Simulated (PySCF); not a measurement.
C₂H₇AlFN, SMILES C[CH2][Al]([NH2])[F]. Atoms are numbered in the order given.

```xyz
12

Al    -0.0745     0.5604     0.0000
F     -1.0622     1.9111     0.0000
C     -0.8438    -1.2334     0.0000
C      0.1801    -2.3806     0.0000
H     -1.5154    -1.3163    -0.8747
H     -1.5154    -1.3163     0.8747
H      0.8361    -2.3432     0.8859
H      0.8361    -2.3432    -0.8859
H     -0.3042    -3.3719     0.0000
N      1.6691     0.8559     0.0000
H      2.1113     1.7702     0.0000
H      2.3776     0.1285     0.0000
```

Coordinates come from a B3LYP-D3(BJ)/def2-SVP optimisation. The structure was generated by enumeration; whether it is a known compound was not checked. Other conformers were not sampled.

Calculation: PBE/pcSseg-1 run with PySCF.

GIAO shieldings, no solvent; atoms listed in one row are averaged. δ = σ(ref) − σ: ¹⁹F against CFCl3 (σ = 133.6 ppm); ¹³C against TMS (σ = 182.0 ppm); ¹H against TMS (σ = 31.49 ppm); ¹⁵N against NH3 (σ = 267.0 ppm), references at their B3LYP-D3(BJ)/def2-TZVP geometries, non-relativistic.

```
nucleus       atoms  count  δ (ppm)
-------  ----------  -----  -------
¹⁹F              F2      1   -194.0
¹³C              C4      1     12.8
¹³C              C3      1      0.2
¹H       H7, H8, H9      3     1.38
¹H              H12      1     1.21
¹H              H11      1     1.04
¹H           H5, H6      2     0.72
¹⁵N             N10      1     30.4
```
